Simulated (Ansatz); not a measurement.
```yaml
crystal:
  periodic: [false, false, false]
  atoms:
    - {symbol: Si, position_ang: [-0.189742, -1.687268, 0.266783]}
    - {symbol: N, position_ang: [-0.093233, 0.033805, 0.012232]}
    - {symbol: Si, position_ang: [1.465073, 0.727811, -0.362073]}
    - {symbol: Ga, position_ang: [-1.547144, 1.124022, 0.120810]}
    - {symbol: Cl, position_ang: [-1.246258, 3.200743, -0.217909]}
    - {symbol: Cl, position_ang: [-3.504577, 0.448406, 0.562706]}
    - {symbol: H, position_ang: [0.256229, -2.418088, -0.948752]}
    - {symbol: H, position_ang: [-1.596591, -2.044281, 0.572131]}
    - {symbol: H, position_ang: [0.683392, -2.094053, 1.399299]}
    - {symbol: H, position_ang: [1.879468, 1.715234, 0.666334]}
    - {symbol: H, position_ang: [2.436315, -0.398975, -0.381995]}
    - {symbol: H, position_ang: [1.457068, 1.392634, -1.689576]}
basis:
  gaussian: {orbitals: 6-31G, nuclear_model: gaussian}
total_charge: 1
magnetization: {spin_polarized: true, initial_magnetization: 9}
hamiltonian: {xc: {name: PBEsol}}
```

```sh
$ ansatz run in.yaml --threads 4 --pin off --events-out ev --progress --plain --max-ram 11315MiB
```

It prints (some lines left out):

```
Functional definition: PBEsol
1143 factors; integrals over basis functions are off by at most 1.8e-4 eV
mean field evaluation 1: about -94532.4567 eV, gradient 8.3e1 eV
mean field evaluation 2: about -94159.0414 eV, gradient 1.6e2 eV
mean field evaluation 4: about -94497.4484 eV, gradient 8.2e1 eV
mean field evaluation 8: about -94554.7269 eV, gradient 5.3e1 eV
mean field evaluation 16: about -94578.6395 eV, gradient 5.5e-2 eV
mean field evaluation 32: about -94578.6557 eV, gradient 2.6e-2 eV
mean field evaluation 96: about -94578.6370 eV, gradient 4.4e-1 eV
mean field evaluation 160: about -94578.6010 eV, gradient 3.4e-1 eV
mean field evaluation 192: about -94578.6450 eV, gradient 6.2e-1 eV
mean field -94578.65580880 eV, -3475.7014932579 hartree, gradient 2.4e-6 eV, S^2 24.755413; 10 other end points of the search recorded, 0 dependent functions left out
reference -94578.65587894 eV, -3475.7014958356 hartree; 57, 48 occupied and 45, 54 virtual orbitals, 1143 factors
Total energy: -94578.65587894 eV, -3475.7014958356 hartree
```

**Question.** What is wrong with this run?

**Answer.** The spin is set far too high for this molecule. The calculation finished and met its thresholds. The result belongs to that input, not to the molecule as meant.
